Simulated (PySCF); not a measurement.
ITl, singlet, at a GFN2-xTB geometry (such geometries of metal compounds can be far from the true shape) (core potentials on I, Tl). Base run: R2SCAN/def2-SV(P) in PySCF.

Input for PySCF:
```python
from pyscf import gto, scf, dft

mol = gto.Mole()
mol.atom = '''
    Tl   -0.00000000   -0.00000000   -1.11644266
    I     0.00000000    0.00000000    1.70626142
'''
mol.basis = 'def2-sv(p)'
mol.ecp = {'I': 'def2-sv(p)', 'Tl': 'def2-sv(p)'}
mol.verbose = 3
mol.build()

mf = dft.RKS(mol)
mf.xc = 'r2scan'
mf.kernel()
```

Each row names what was changed in the base input (with any setting that the change needs).

```csv
change,ΔE vs base (µEh),grid points,electrons on the grid
base,0.0,44888,46.00000
"grids.atom_grid = (99, 590)",-183,57120,46.00000
"grids.atom_grid = (75, 302)",-530,26184,46.00000
grids.level = 5,-131,95192,46.00000
grids.level = 0,1356,6024,45.99941
"grids.atom_grid = (50, 194)",-557,12312,46.00009
small_rho_cutoff = 0,0.0,44888,46.00000
grids.radi_method = delley,-114,40136,46.00000
"grids.atom_grid = (30, 110)",4296,4872,45.99920
grids.level = 1,-62.2,16584,46.00010
grids.becke_scheme = stratmann,-0.3,44888,46.00000
```
